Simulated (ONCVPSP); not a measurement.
**What one change does to a pseudopotential (Al (Z = 13), ONCV)**

* Element: aluminium
* Generator: ONCVPSP 4.0.1
* Type: optimised norm-conserving Vanderbilt (ONCV)
* Functional: PBE
* Relativity: scalar-relativistic
* Frozen core: [Ne]
* Valence charge: 3
* Reference configuration: 3s1.75 3p1.25
* Partial waves: 3s: rc 2.20 bohr, ncon 4, nbas 8, qcut 3.1 1/bohr, 2 projectors, debl 0.7 Ha; 3p: rc 2.05 bohr, ncon 5, nbas 9, qcut 3.7 1/bohr, 2 projectors, debl 0.4 Ha; d scattering state at 0.46 Ha: rc 2.05 bohr, ncon 4, nbas 8, qcut 4.5 1/bohr, 2 projectors, debl 1.6 Ha
* Local potential: polynomial inside 1.60 bohr (lpopt 4, dvloc0 4 Ha)
* Core correction: none

All-electron outer shells of the reference configuration (PBE, scalar-relativistic, ld1.x):

```csv
shell,level (eV),outermost node (bohr),outermost maximum (bohr)
2s,-108.64,0.16,0.50
2p,-70.11,–,0.43
3s,-7.97,0.80,2.09
3p,-2.88,0.82,2.61
```

Change: functional PBEsol.

Cutoffs: the cutoffs (Ha) at which the residual kinetic energy of the hardest occupied pseudo-wave falls to 1 and 0.1 mHa per electron; they do not see the model core or the augmentation charge, which bear on the density cutoff. Errors are all-electron minus pseudo energies relative to the spin-unpolarised reference configuration.

**Question.** How do hardness, ghosts and transferability respond?

**Answer.** The potential gets neither clearly harder nor softer (4.9 Ha and 26 Ha → 5.0 Ha and 27 Ha); the bound ghost in p disappears; the lowest positive-energy flag moves from none to p at 28.1 eV; of the 4 tests that both files solve, the error grows in 0 and shrinks in 2 by more than 15 % and 0.3 meV (median size 1.6 → 1.2 meV); the range in which the p phases agree narrows (upper end 3.2 → 1.0).

```csv
quantity,base,changed
"cutoff, loose",4.9 Ha,5.0 Ha
"cutoff, tight",26 Ha,27 Ha
loose cutoff by channel,"s 4.9 Ha, p 2.1 Ha","s 5.0 Ha, p 2.1 Ha"
bound ghosts,p,none
GHOST(+) flags under 300 eV,none,p at 28.1 eV
"error for 3s2 3p1, meV [ΔE -1.27 eV]",+0.3,+0.1
"error for 3s2 3p0, meV [ΔE 4.49 → 4.47 eV]",-2.8,-2.0
"error for 3s1 3p0, meV [ΔE 23.72 → 23.64 eV]",+8.2,+5.7
"error for 3s2 3p0.5, meV [ΔE 0.82 → 0.81 eV]",-0.2,-0.4
s: phases at 2.24 bohr within 0.05 rad from the reference energy up to (Ha; the scan ends near 5),2.4,2.4
p: phases at 2.08 bohr within 0.05 rad from the reference energy up to (Ha; the scan ends near 5),3.2,1.0
d: phases at 2.08 bohr within 0.05 rad from the reference energy up to (Ha; the scan ends near 5),3.5,3.5
```

Base: The cutoffs count occupied waves only; projector 2 of the d channel, the hardest unoccupied one, needs 19 Ha at the loose tolerance. Changed file: The cutoffs count occupied waves only; projector 2 of the d channel, the hardest unoccupied one, needs 19 Ha at the loose tolerance. A true bound ghost makes a file unfit for plane-wave use even where its test errors are small: the radial tests pick states by their node count and pass the ghost by.
